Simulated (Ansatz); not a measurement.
Basis sets compared for Ag6⁻. The state is a doublet with charge -1. Geometry PBE0-D4/def2-SVPD. Ansatz on 4 threads of Arm Neoverse N1 on a shared host; times are rough, and most runs start from earlier orbitals.

Cartesian coordinates in Å:
```
Ag -0.699 1.429 -1.369
Ag 0.241 -1.217 -0.859
Ag 1.755 1.124 -0.241
Ag 1.658 -1.164 1.505
Ag -2.411 -0.655 -0.357
Ag -0.545 0.483 1.322
```

In the def2 sets Ag takes a core potential; there is no spin–orbit coupling. The structure comes from a short search, and lower isomers may exist.

| level | functions | energy (Eh) | HOMO (eV) | LUMO (eV) | wall time |
| --- | --- | --- | --- | --- | --- |
| PBE-D4/def2-SVPD | 204 | -882.0602 | -0.28 | 0.08 | 17 s |
| PBE0-D4/def2-SVPD | 204 | -881.9259 | -0.69 | 0.86 | 34 s |

(1) Estimate the rows for PBE-D4/def2-TZVPD, PBE0-D4/def2-TZVPD.

Answers

(1) 
```json
{"level": "PBE-D4/def2-TZVPD", "functions": "240", "energy (Eh)": "-882.2907", "HOMO (eV)": "-0.30", "LUMO (eV)": "0.07", "wall time": "16 s"}
{"level": "PBE0-D4/def2-TZVPD", "functions": "240", "energy (Eh)": "-882.1459", "HOMO (eV)": "-0.70", "LUMO (eV)": "0.86", "wall time": "39 s"}
```
